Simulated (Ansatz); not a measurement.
Coupled-cluster diagnostics for the cluster Zn₂Se, Ansatz.

Geometry of the singlet (PBE0-D4/def2-TZVP):

```xyz
3

Zn    0.013    0.069    0.095
Zn   -0.250   -1.296   -2.008
Se    0.236    1.227    1.914
```

Correlated methods freeze 27 core orbitals; core or outer-core shells of Se are correlated, in sets that lack core-valence functions. Another isomer (triplet) lies 0.38 eV lower at PBE0-D4/def2-TZVP; other spin states weren't run for this one.

Task: Estimate the CCSD(T) correlation energy, the shares of MP2 and (T), T1 and the reference's ⟨S²⟩ for: charge 0, singlet, own geometry in def2-TZVPP; and the rough time on 4 threads of INTEL XEON PLATINUM 8581C on a shared host.

Result: 
```
                          state       basis  correlation (eV)  MP2 share (%)  (T) share (%)     T1  ⟨S²⟩ (pure)  wall time                            remarks
charge 0, singlet, own geometry  def2-TZVPP           -33.058          103.8            3.6  0.021  0.00 (0.00)       14 s  large T1, restricted SCF unstable
```
Customary marks for T1 are 0.02 (closed shells), 0.045 (open shells) and about 0.05 (3d metals). T1 exceeds 0.02 in 1 of 1 rows and 0.045 in 0; the higher it lies, the less the single-reference result can be trusted.
